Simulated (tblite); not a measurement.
Species: C3H10Ge2Si.
Bonds: Ge1–C2, C2–Ge3, C2–C4 (double), C4–C5, C5–Si6, C4–Si6. Hydrogens: H7, H8, H9 on Ge1; H10, H11, H12 on Ge3; H13, H14 on C5; H15, H16 on Si6.

Computed with GFN2-xTB (tblite), gas phase: L-BFGS steps from a force-field or distance-geometry start until the largest atomic force falls under 0.01 eV/Å.

Step 32: E = -462.0614 eV
```
atom  x, y, z in Å  |  force x, y, z in eV/Å
Ge1    -1.3559    1.7906    0.4211    0.014   0.010   0.019
C2     -0.5429    0.0877   -0.0612    0.073  -0.057   0.003
Ge3    -1.7697   -1.3186   -0.6564    0.015   0.045   0.014
C4      0.7649   -0.0694    0.0455    0.010  -0.088  -0.043
C5      1.7918   -1.1506   -0.1725   -0.110  -0.008   0.024
Si6     2.4854    0.4957    0.4737   -0.018   0.023  -0.016
H7     -2.5352    2.1597   -0.4202   -0.008  -0.020  -0.052
H8     -0.3183    2.8576    0.2982    0.018   0.118   0.024
H9     -1.8412    1.7983    1.8358   -0.025   0.004   0.051
H10    -2.9049   -1.4548    0.3140    0.018  -0.028  -0.014
H11    -1.1202   -2.6585   -0.8132    0.004   0.001   0.006
H12    -2.3879   -0.9548   -1.9727    0.000  -0.018  -0.007
H13     1.9409   -1.4514   -1.2040   -0.014  -0.018   0.052
H14     1.7070   -2.0100    0.4851    0.005   0.006  -0.073
H15     2.8655    0.5496    1.8740    0.012   0.018   0.018
H16     3.2131    1.3377   -0.4586    0.004   0.013  -0.007
```

Step 33: E = -462.0631 eV
```
atom  x, y, z in Å  |  force x, y, z in eV/Å
Ge1    -1.3611    1.7965    0.4219    0.032  -0.016   0.027
C2     -0.5411    0.0954   -0.0618    0.102  -0.045   0.021
Ge3    -1.7598   -1.3152   -0.6541   -0.024   0.023  -0.004
C4      0.7663   -0.0671    0.0451    0.026  -0.059  -0.022
C5      1.7894   -1.1533   -0.1726   -0.161   0.002   0.034
Si6     2.4895    0.4907    0.4719   -0.016   0.028  -0.030
H7     -2.5393    2.1566   -0.4254   -0.001  -0.014  -0.046
H8     -0.3274    2.8697    0.3056    0.003   0.104   0.025
H9     -1.8535    1.7952    1.8361   -0.015   0.007   0.023
H10    -2.8968   -1.4557    0.3106    0.002  -0.032   0.017
H11    -1.1088   -2.6534   -0.8109    0.013  -0.002   0.007
H12    -2.3837   -0.9565   -1.9673    0.000  -0.010  -0.036
H13     1.9298   -1.4557   -1.2042    0.009  -0.023   0.036
H14     1.6982   -2.0123    0.4852    0.015   0.014  -0.073
H15     2.8716    0.5445    1.8716    0.013   0.016   0.019
H16     3.2189    1.3295   -0.4631    0.001   0.005   0.002
```

Task: Estimate the geometry and energy of step 34. (The exact step hangs on the optimiser's Hessian estimate; all steps are aligned on step 33, rigid shifts and turns removed.)

Result: E = -462.0648 eV, largest force 0.139 eV/Å
```
atom  x, y, z in Å  |  force x, y, z in eV/Å
Ge1    -1.3658    1.8019    0.4229    0.046  -0.029   0.026
C2     -0.5378    0.1027   -0.0620    0.078  -0.017   0.037
Ge3    -1.7500   -1.3114   -0.6518   -0.056  -0.006  -0.023
C4      0.7684   -0.0653    0.0445    0.027  -0.005   0.007
C5      1.7843   -1.1558   -0.1725   -0.136   0.008   0.029
Si6     2.4939    0.4861    0.4697   -0.010   0.020  -0.031
H7     -2.5437    2.1532   -0.4313    0.019  -0.013  -0.030
H8     -0.3371    2.8839    0.3138   -0.020   0.078   0.027
H9     -1.8664    1.7924    1.8366   -0.003   0.009  -0.008
H10    -2.8887   -1.4574    0.3074   -0.012  -0.033   0.046
H11    -1.0970   -2.6486   -0.8086    0.018   0.003   0.008
H12    -2.3797   -0.9586   -1.9626    0.002  -0.003  -0.060
H13     1.9186   -1.4604   -1.2035    0.027  -0.026   0.008
H14     1.6892   -2.0142    0.4843    0.014   0.000  -0.048
H15     2.8787    0.5393    1.8692    0.009   0.014   0.006
H16     3.2254    1.3212   -0.4676   -0.003  -0.001   0.007
```

The energy changes by -0.0016 eV. The first-order estimate −F·Δx gives -0.0023 eV and the mean of the old and new forces, exact on a quadratic surface, -0.0016 eV. The step makes an angle of 78° with the force vector and moves no atom by more than 0.019 Å.

What follows is the cost of the whole relaxation. On one thread of an Arm Neoverse N1 (shared host), this took 1.2 s wall.
